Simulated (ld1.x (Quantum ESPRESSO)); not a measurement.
**How hard is this aluminium PAW potential?**

* Element: Al
* Generator: ld1.x (Quantum ESPRESSO) 7.5
* Type: PAW
* Functional: LDA (PZ)
* Relativity: non-relativistic
* Frozen core: [He]
* Valence charge: 11
* Reference configuration: 2s2 2p6 3s1 3p0 (charge +2)
* Partial waves: 2s (bound): rcut 0.95, rcutus 1.00 bohr; 3s (bound): rcut 0.95, rcutus 1.00 bohr; 2p (bound): rcut 1.10, rcutus 1.25 bohr; 3p (bound, empty): rcut 1.10, rcutus 1.25 bohr; 3d channel at 0.4 Ry: rcut 1.25, rcutus 1.40 bohr; 3d channel at 1.6 Ry: rcut 1.25, rcutus 1.40 bohr
* Local potential: all-electron potential smoothed inside 1.20 bohr (lloc = -1)
* Core correction: Bessel-smoothed model core inside 0.60 bohr
* Augmentation charge: BESSEL, radius 0.85 bohr

The pseudo-atom Hamiltonian at the reference potential is diagonalised in spherical Bessel functions j_l(qr) that vanish at 20 bohr, with q² up to the cutoff. All-electron valence levels (Ry): 2s -9.3843, 3s -1.7560, 2p -6.6436, 3p -1.2787.

Question: How do the lowest levels (Ry) of each channel move with the cutoff, and are there ghosts?

Answer:

| cutoff (Ry) | s #1 | s #2 | s #3 | p #1 | p #2 | d #1 | f #1 | f #2 | Σ f·Δε (mRy) |
| --- | --- | --- | --- | --- | --- | --- | --- | --- | --- |
| 8 | -7.6563 | -1.4274 | -0.5386 | -4.7724 | -0.9178 | -0.6845 | -0.2864 | -0.1622 | 15011.7 |
| 12 | -8.5020 | -1.5463 | -0.5740 | -5.7569 | -1.0115 | -0.6948 | -0.2866 | -0.1623 | 7294.7 |
| 18 | -9.0470 | -1.6323 | -0.5993 | -6.3420 | -1.0759 | -0.7025 | -0.2866 | -0.1624 | 2608.0 |
| 25 | -9.2415 | -1.6709 | -0.6107 | -6.5550 | -1.1090 | -0.7062 | -0.2866 | -0.1624 | 902.6 |
| 35 | -9.3519 | -1.7048 | -0.6207 | -6.6277 | -1.1336 | -0.7087 | -0.2866 | -0.1624 | 211.2 |
| 40 | -9.3709 | -1.7168 | -0.6244 | -6.6355 | -1.1416 | -0.7091 | -0.2866 | -0.1624 | 114.8 |
| 50 | -9.3821 | -1.7334 | -0.6296 | -6.6424 | -1.1688 | -0.7094 | -0.2866 | -0.1624 | 34.3 |
| 60 | -9.3837 | -1.7439 | -0.6331 | -6.6430 | -1.2058 | -0.7094 | -0.2866 | -0.1624 | 16.9 |
| 80 | -9.3839 | -1.7539 | -0.6364 | -6.6434 | -1.2728 | -0.7094 | -0.2866 | -0.1624 | 4.5 |
| 100 | -9.3842 | -1.7558 | -0.6371 | -6.6435 | -1.2765 | -0.7094 | -0.2866 | -0.1624 | 0.9 |
| 120 | -9.3843 | -1.7559 | -0.6371 | -6.6435 | -1.2777 | -0.7094 | -0.2866 | -0.1624 | 0.5 |
| 400 | -9.3844 | -1.7560 | -0.6372 | -6.6436 | -1.2787 | -0.7094 | -0.2866 | -0.1624 | 0.0 |

Result: no extra level below or beside the all-electron valence levels (s, p, d, f tested); 10 mRy is reached at 70 Ry and 1 mRy at 100 Ry.

8 of 9 tests not solved or not reliable.
